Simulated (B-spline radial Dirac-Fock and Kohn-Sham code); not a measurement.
# Two-hole binding energies of Se⁺

System: Se⁺, configuration [Ar] 3d10 4s2 4p3.

Method: multi-electron Dirac-Fock with separately optimised hole states, Breit and Lamb-shift corrections added in first order. Computed with a radial finite-basis atomic code. U is the two-hole binding energy less the two single-hole energies, the effective repulsion of the holes after relaxation. Each two-hole energy is an average over J within one jj subconfiguration.

```
          holes  E(a) (eV)  E(b) (eV)  E(ab) (eV)  U (eV)
           1s⁻²    12676.7    12676.7     25849.8   496.4
   1s⁻¹ 3p3/2⁻¹    12676.7      184.1     12896.3    35.6
   1s⁻¹ 3d3/2⁻¹    12676.7      74.50     12781.2    30.0
           2s⁻²     1679.6     1679.6      3435.9    76.8
   2s⁻¹ 2p3/2⁻¹     1679.6     1455.1      3203.9    69.3
   2s⁻¹ 3p3/2⁻¹     1679.6      184.1      1895.4    31.8
   2s⁻¹ 3d3/2⁻¹     1679.6      74.50      1785.3    31.3
   2s⁻¹ 3d5/2⁻¹     1679.6      73.66      1784.3    31.1
   2p3/2⁻¹ 3s⁻¹     1455.1      253.7      1741.1    32.3
2p3/2⁻¹ 3d3/2⁻¹     1455.1      74.50           ?       ?
2p3/2⁻¹ 3d5/2⁻¹     1455.1      73.66      1559.4    30.7
        3d3/2⁻²      74.50      74.50       175.1    26.1
3d3/2⁻¹ 3d5/2⁻¹      74.50      73.66       174.6    26.5
        3d5/2⁻²      73.66      73.66       173.5    26.1
```

Q: Give the missing two-hole energy and U.

A: E(ab) = 1561.2 eV and U = 31.6 eV.
